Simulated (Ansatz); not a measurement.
Two isomers of CH5NZn: A = `N[CH2][ZnH]`, B = `C[NH][ZnH]`.

Gas-phase electronic energies from Ansatz, PBE0-D4/def2-TZVP geometries. CCSD(T)/CBS is the MP2 limit (def2-TZVPP, def2-QZVPP) plus CCSD(T) − MP2 in def2-TZVPP, frozen cores. DFT in def2-TZVPP. B3LYP here is the variant with VWN-RPA as its local correlation; programs differ in this. For Zn outer-core shells are correlated without core-valence functions, which leaves a few kJ/mol of doubt a bond. Scalar relativity is left out up to krypton. One conformer a species, not always the lowest.

(1) Which isomer does CCSD(T)/CBS put lower? Give the gap. (Best estimate.)

(2) Give E(B) − E(A) in kJ/mol with CCSD/def2-TZVPP, CCSD(T)/def2-TZVPP, MP2/def2-TZVPP, ωB97M-V, B3LYP, HF/def2-TZVPP, PBE0-D4. (Best estimate.)

(3) Does the order hold for the free energy at 298.15 K (harmonic terms from PBE0-D4)? (An estimate is asked.)

Largest T1 diagnostic: 0.015.

Answers

(1) Computed: B, by 50.4 kJ/mol.

(2) Computed: CCSD/def2-TZVPP -51.1, CCSD(T)/def2-TZVPP -50.7, MP2/def2-TZVPP -53.1, ωB97M-V -47.0, B3LYP -49.9, HF/def2-TZVPP -54.9, PBE0-D4 -46.3. None reverses the order clearly.

(3) Computed: Yes: G(B) − G(A) = -53.2 kJ/mol, for one conformer each.

Leaving LDA and LC-ωPBE aside and taking each functional with its dispersion term where it has one, the values, not all of them listed here, spread over 8.0 kJ/mol, from CAM-B3LYP-D4 to revPBE-D4. LDA lies −4.1 kJ/mol from PBE without D4.
